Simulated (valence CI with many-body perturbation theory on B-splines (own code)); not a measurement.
E1 line list for Hf LXVIII

Computed by configuration interaction combined with many-body perturbation theory (CI+MBPT): three valence electrons over a frozen Dirac-Fock core [He], radial functions for each j: 11 s, 11 p, 9 d, 7 f, 5 g, 2 h, 1 i, with the one-electron correlation potential Σ1, the two-electron term Σ2, the three-electron term Σ3, Breit, model QED; selected CI, second order for the rest (own B-spline code, finite nucleus).

No measured spectrum was set against this ion. As an estimate, large intervals hold to a few tenths of a per cent, small ones and those within an open d or f shell to about a per cent.

Lines 201 to 250 of 285 in falling wavelength, among levels below 99855 × 10³ cm⁻¹, chosen from the strongest by gf and those to the six lowest levels. Wavelengths and rates use the calculated energies. Electric multipoles are in the length gauge, E1 and E2 with the static RPA response of the core. Weak lines are less certain than strong ones. Lines between different terms over intervals too small for the method are left out, as are lines whose strength nearly cancels. The highest levels of a list are the least certain.

Levels are named by their leading jj configuration (3d3/2^4 stands for four electrons in 3d with j = 3/2), which in mixed levels can hold well under half, so a name can repeat and another be missing. Letters in brackets count levels of one name in rising energy.

| λ vac (Å) | Upper | Lower | A (s⁻¹) | log gf | Branch % |
| --- | --- | --- | --- | --- | --- |
| 1.211 | (2s 2p3/2 3p1/2) J=3/2 [a] | (2s^2 2p3/2) J=3/2 | 1.53e+14 | -0.87 | 98.5 |
| 1.210 | (2s 2p3/2 3p1/2) J=5/2 | (2s^2 2p3/2) J=3/2 | 3.95e+14 | -0.28 | 99.0 |
| 1.210 | (2s 2p1/2 3p1/2) J=3/2 | (2s^2 2p1/2) J=1/2 | 4.55e+14 | -0.40 | 99.4 |
| 1.208 | (2p1/2 2p3/2 3p1/2) J=3/2 [b] | (2s 2p1/2 2p3/2) J=1/2 | 6.28e+13 | -1.26 | 10.1 |
| 1.208 | (2p1/2^2 3p1/2) J=1/2 | (2s 2p1/2^2) J=1/2 | 8.37e+14 | -0.44 | 99.4 |
| 1.207 | (2p1/2 2p3/2 3p1/2) J=3/2 [a] | (2s 2p1/2 2p3/2) J=5/2 | 1.41e+14 | -0.91 | 19.0 |
| 1.205 | (2p1/2 2p3/2 3p1/2) J=5/2 | (2s 2p1/2 2p3/2) J=5/2 | 3.36e+14 | -0.36 | 45.5 |
| 1.205 | (2s 2p1/2 3p1/2) J=1/2 [b] | (2s^2 2p1/2) J=1/2 | 2.30e+14 | -1.00 | 97.8 |
| 1.203 | (2p1/2 2p3/2 3p1/2) J=1/2 | (2s 2p1/2 2p3/2) J=3/2 [a] | 5.81e+14 | -0.60 | 79.5 |
| 1.202 | (2p1/2 2p3/2 3p1/2) J=3/2 [a] | (2s 2p1/2 2p3/2) J=3/2 [a] | 3.67e+14 | -0.50 | 49.6 |
| 1.201 | (2p1/2 2p3/2 3p1/2) J=5/2 | (2s 2p1/2 2p3/2) J=3/2 [a] | 6.39e+13 | -1.08 | 8.6 |
| 1.200 | (2s 2p3/2 3p1/2) J=1/2 | (2s^2 2p3/2) J=3/2 | 3.82e+14 | -0.78 | 96.2 |
| 1.200 | (2s 2p3/2 3p1/2) J=3/2 [b] | (2s^2 2p3/2) J=3/2 | 2.52e+14 | -0.66 | 94.9 |
| 1.200 | (2p1/2 2p3/2 3p1/2) J=3/2 [b] | (2s 2p1/2 2p3/2) J=5/2 | 3.71e+14 | -0.49 | 59.3 |
| 1.196 | (2p1/2 2p3/2 3d3/2) J=3/2 [a] | (2p1/2^2 2p3/2) J=3/2 | 2.31e+14 | -0.70 | 48.2 |
| 1.196 | (2p1/2 2p3/2 3p1/2) J=3/2 [b] | (2s 2p1/2 2p3/2) J=3/2 [a] | 2.36e+13 | -1.69 | 3.8 |
| 1.194 | (2s 2p3/2 3d3/2) J=3/2 [a] | (2s 2p1/2 2p3/2) J=1/2 | 2.57e+12 | -2.66 | 0.2 |
| 1.193 | (2s 2p1/2 3d3/2) J=3/2 [a] | (2s 2p1/2^2) J=1/2 | 1.70e+14 | -0.84 | 42.2 |
| 1.192 | (2p1/2 2p3/2 3d3/2) J=5/2 [b] | (2p1/2^2 2p3/2) J=3/2 | 1.68e+15 | 0.33 | 95.9 |
| 1.191 | (2p1/2 2p3/2 3d3/2) J=3/2 [b] | (2p1/2^2 2p3/2) J=3/2 | 1.52e+15 | 0.11 | 83.8 |
| 1.190 | (2p1/2 2p3/2 3d3/2) J=1/2 [b] | (2p1/2^2 2p3/2) J=3/2 | 1.73e+15 | -0.13 | 88.9 |
| 1.189 | (2p1/2 2p3/2 3s) J=3/2 [a] | (2s^2 2p3/2) J=3/2 | 8.25e+11 | -3.15 | 0.6 |
| 1.188 | (2p1/2 2p3/2 3s) J=1/2 | (2s^2 2p3/2) J=3/2 | 2.17e+12 | -3.04 | 0.8 |
| 1.187 | (2p1/2 2p3/2 3s) J=5/2 | (2s^2 2p3/2) J=3/2 | 5.46e+12 | -2.16 | 3.5 |
| 1.187 | (2s 2p1/2 3d3/2) J=3/2 [b] | (2s 2p1/2^2) J=1/2 | 1.64e+15 | 0.14 | 86.3 |
| 1.187 | (2s 2p1/2 3d3/2) J=1/2 | (2s 2p1/2^2) J=1/2 | 1.60e+15 | -0.17 | 87.9 |
| 1.186 | (2s 2p3/2 3d3/2) J=5/2 [a] | (2s 2p1/2 2p3/2) J=5/2 | 6.90e+14 | -0.06 | 47.0 |
| 1.186 | (2p1/2 2p3/2 3s) J=3/2 [b] | (2s^2 2p3/2) J=3/2 | 2.77e+12 | -2.63 | 1.0 |
| 1.186 | (2p1/2^2 3s) J=1/2 | (2s^2 2p1/2) J=1/2 | 1.39e+13 | -2.23 | 6.7 |
| 1.186 | (2s 2p3/2 3d3/2) J=3/2 [a] | (2s 2p1/2 2p3/2) J=5/2 | 2.50e+14 | -0.68 | 15.8 |
| 1.185 | (2s 2p3/2 3d3/2) J=7/2 | (2s 2p1/2 2p3/2) J=5/2 | 1.36e+15 | 0.36 | 98.8 |
| 1.185 | (2s 2p3/2 3d3/2) J=3/2 [b] | (2s 2p1/2 2p3/2) J=3/2 [b] | 5.51e+14 | -0.33 | 40.7 |
| 1.185 | (2s 2p3/2 3d3/2) J=3/2 [b] | (2s 2p1/2 2p3/2) J=1/2 | 6.70e+14 | -0.25 | 49.5 |
| 1.184 | (2s 2p3/2 3d3/2) J=5/2 [b] | (2s 2p1/2 2p3/2) J=3/2 [b] | 1.28e+15 | 0.21 | 96.1 |
| 1.183 | (2s 2p3/2 3d3/2) J=1/2 [b] | (2s 2p1/2 2p3/2) J=1/2 | 1.22e+15 | -0.29 | 69.8 |
| 1.182 | (2s 2p3/2 3d3/2) J=5/2 [a] | (2s 2p1/2 2p3/2) J=3/2 [a] | 6.21e+14 | -0.11 | 42.4 |
| 1.181 | (2s^2 3d3/2) J=3/2 | (2s^2 2p1/2) J=1/2 | 1.34e+15 | 0.05 | 84.3 |
| 1.181 | (2s 2p3/2 3d3/2) J=3/2 [a] | (2s 2p1/2 2p3/2) J=3/2 [a] | 1.02e+15 | -0.07 | 64.3 |
| 1.181 | (2s 2p3/2 3d3/2) J=1/2 [a] | (2s 2p1/2 2p3/2) J=3/2 [a] | 1.26e+15 | -0.28 | 90.0 |
| 1.180 | (2s 2p3/2 3d5/2) J=3/2 [a] | (2s 2p1/2 2p3/2) J=1/2 | 7.51e+13 | -1.20 | 5.1 |
| 1.178 | (2s 2p3/2 3d5/2) J=1/2 | (2s 2p1/2 2p3/2) J=1/2 | 4.33e+12 | -2.74 | 0.3 |
| 1.177 | (2s 2p3/2 3d3/2) J=3/2 [b] | (2s 2p1/2 2p3/2) J=5/2 | 4.21e+12 | -2.46 | 0.3 |
| 1.176 | (2s 2p3/2 3d3/2) J=5/2 [b] | (2s 2p1/2 2p3/2) J=5/2 | 5.07e+11 | -3.20 | 0.0 |
| 1.174 | (2s 2p3/2 3d5/2) J=5/2 [a] | (2s 2p1/2 2p3/2) J=5/2 | 2.41e+12 | -2.52 | 0.2 |
| 1.173 | (2s 2p3/2 3d5/2) J=7/2 [a] | (2s 2p1/2 2p3/2) J=5/2 | 9.93e+12 | -1.79 | 0.5 |
| 1.172 | (2s 2p3/2 3d3/2) J=5/2 [b] | (2s 2p1/2 2p3/2) J=3/2 [a] | 1.46e+13 | -1.74 | 1.1 |
| 1.172 | (2s 2p3/2 3d5/2) J=3/2 [b] | (2s 2p1/2 2p3/2) J=1/2 | 6.98e+12 | -2.24 | 0.5 |
| 1.171 | (2p1/2 2p3/2 3p3/2) J=1/2 [a] | (2s 2p1/2 2p3/2) J=1/2 | 2.53e+14 | -0.98 | 58.1 |
| 1.171 | (2p1/2 2p3/2 3p3/2) J=3/2 [a] | (2s 2p1/2 2p3/2) J=3/2 [b] | 2.00e+14 | -0.78 | 39.7 |
| 1.170 | (2p1/2 2p3/2 3p3/2) J=3/2 [a] | (2s 2p1/2 2p3/2) J=1/2 | 1.11e+14 | -1.04 | 22.0 |
